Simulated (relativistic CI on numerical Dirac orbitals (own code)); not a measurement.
Ir5+ (5d4) in a crystal field

Calculated by Dirac-Coulomb-Breit CI, KLI orbitals optimised for each configuration, QED by a radiative potential, valence Slater integrals scaled by 0.8, one configuration in a parametric crystal field (own radial code).

Field parameters in Wybourne normalisation: Td as Oh with Dq negative (B⁴₀ = 21Dq, B⁴₄ = √(5/14) B⁴₀). The field is a parameter set, without covalency.

S and J are read from ⟨S²⟩ = S(S + 1) and ⟨J²⟩ = J(J + 1) of each level; they are not fictitious spins.

Td, 10Dq = -4450 cm⁻¹, the lowest 16 levels:

```
E (cm⁻¹)  Degeneracy  Irrep     S     J
     0.0           1     A1  1.62  0.55
    5489           3     T1  1.85  1.23
    9313           3     T2  1.91  2.13
   10623           2      E  1.91  2.26
   12465           3     T1  1.86  3.10
   13458           3     T2  1.79  3.39
   15199           1     A1  1.35  3.83
   15608           1     A2  1.76  3.01
   15696           2      E  1.50  3.86
   15933           3     T1  1.52  3.92
   16197           3     T2  1.70  3.61
   19388           1     A1  1.55  2.99
   22049           2      E  1.33  3.82
   22167           3     T1  1.27  3.98
   22868           3     T2  1.21  3.79
   24077           1     A2  1.20  3.14
```

Td, 10Dq = -18650 cm⁻¹, the lowest 16 levels:

| E (cm⁻¹) | Degeneracy | Irrep | S | J |
| --- | --- | --- | --- | --- |
| 0.0 | 1 | A1 | 0.92 | 3.25 |
| 10991 | 3 | T1 | 1.59 | 2.49 |
| 13402 | 1 | A1 | 1.30 | 3.25 |
| 14474 | 3 | T2 | 1.61 | 2.82 |
| 17015 | 2 | E | 1.32 | 3.68 |
| 17707 | 3 | T1 | 1.41 | 3.81 |
| 18762 | 3 | T2 | 1.45 | 3.77 |
| 18975 | 2 | E | 1.51 | 3.03 |
| 19712 | 1 | A2 | 1.00 | 3.40 |
| 22536 | 3 | T1 | 1.20 | 4.14 |
| 23877 | 3 | T2 | 1.53 | 3.55 |
| 24319 | 3 | T1 | 1.44 | 3.33 |
| 26273 | 1 | A1 | 1.30 | 3.37 |
| 26910 | 3 | T2 | 1.49 | 3.98 |
| 29417 | 3 | T1 | 1.25 | 4.30 |
| 29942 | 3 | T2 | 0.90 | 3.49 |

Td, 10Dq = -15100 cm⁻¹, the lowest 16 levels:

| E (cm⁻¹) | Degeneracy | Irrep | S | J |
| --- | --- | --- | --- | --- |
| 0.0 | 1 | A1 | 1.16 | 2.66 |
| 8565 | 3 | T1 | 1.69 | 2.17 |
| 11998 | 3 | T2 | 1.75 | 2.56 |
| 12454 | 1 | A1 | 1.28 | 3.36 |
| 14750 | 2 | E | 1.75 | 3.28 |
| 15270 | 3 | T1 | 1.63 | 3.53 |
| 16424 | 3 | T2 | 1.57 | 3.75 |
| 17175 | 2 | E | 1.13 | 3.30 |
| 18674 | 1 | A2 | 1.03 | 3.34 |
| 20220 | 3 | T1 | 1.08 | 4.17 |
| 21939 | 3 | T2 | 1.41 | 3.59 |
| 22481 | 3 | T1 | 1.35 | 3.43 |
| 24253 | 3 | T2 | 1.35 | 3.92 |
| 24538 | 1 | A1 | 1.21 | 3.54 |
| 27204 | 3 | T2 | 1.17 | 3.64 |
| 27396 | 3 | T1 | 1.23 | 4.39 |

Levels of this model without a field, named by their leading LS term (the scale mimics covalency, so terms lie below those of the real free ion): ⁵D0 0, ⁵D1 5367, ⁵D2 9818, ⁵D3 13135, ⁵D4 14979, ³P0 21324, ³H4 22523, ³G3 26674 cm⁻¹.
